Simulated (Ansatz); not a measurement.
`[SiH3][SiH2][GaH2]` + CH₃OH → `CO[SiH2][SiH3]` + `[GaH3]` at 700 K and 1 bar (cleavage of the Si–Ga bond).

Calculated with Ansatz (gas phase, PBE0-D4/def2-TZVP geometries, no zero-point term in ΔE). CBS: MP2 limit from def2 TZ/QZ plus the TZ coupled-cluster correction, frozen cores. This one scheme is used for every species. For Ga outer-core shells are correlated without core-valence functions, which leaves a few kJ/mol of doubt a bond. Scalar relativity is left out up to krypton. Each species was taken in one conformer, which may not be the lowest.

```csv
species,CCSD(T)/CBS energy (Eh),H − E (kJ/mol),S (J/(mol·K))
`[SiH3][SiH2][GaH2]`,-2506.27760,226.2,492.3
CH₃OH,-115.61712,170.8,288.5
`CO[SiH2][SiH3]`,-696.20864,306.1,490.2
`[GaH3]`,-1925.70545,80.8,262.3
```

H − E and S are ideal-gas, rigid-rotor, harmonic terms from PBE0-D4/def2-TZVP, for one conformer and one mirror image of each species. 1 Eh = 2625.50 kJ/mol, R = 8.31446 J/(mol·K).

Question: By hand: ΔE, ΔH, ΔS and ΔG.

Answer: ΔE = (-696.20864) + (-1925.70545) − (-2506.27760) − (-115.61712) = -0.01937 Eh = -50.9 kJ/mol. Δ(H − E) = 306.1 + 80.8 − 226.2 − 170.8 = -10.1, so ΔH = -61.0 kJ/mol. ΔS = 490.2 + 262.3 − 492.3 − 288.5 = -28.3 J/(mol·K). ΔG = -61.0 − 700 × (-28.3)/1000 = -41.2 kJ/mol.

Question: By hand: the equilibrium constant, and the temperature at which ΔG would vanish if ΔH and ΔS stayed fixed.

Answer: log₁₀ K = −ΔG/(RT ln 10) = 3.1. ΔG = 0 at ΔH/ΔS = 2155 K.

ΔH outweighs TΔS. A doubt of 5 kJ/mol in ΔE shifts log₁₀ K by 0.4 here. Other conformers and mirror images would add mixing entropy, several J/(mol·K) or more a flexible species. These are equilibria of isolated gas molecules and say nothing of rates. Largest T1 diagnostic: 0.014 (customary marks: 0.02 for closed shells, 0.045 for open ones).
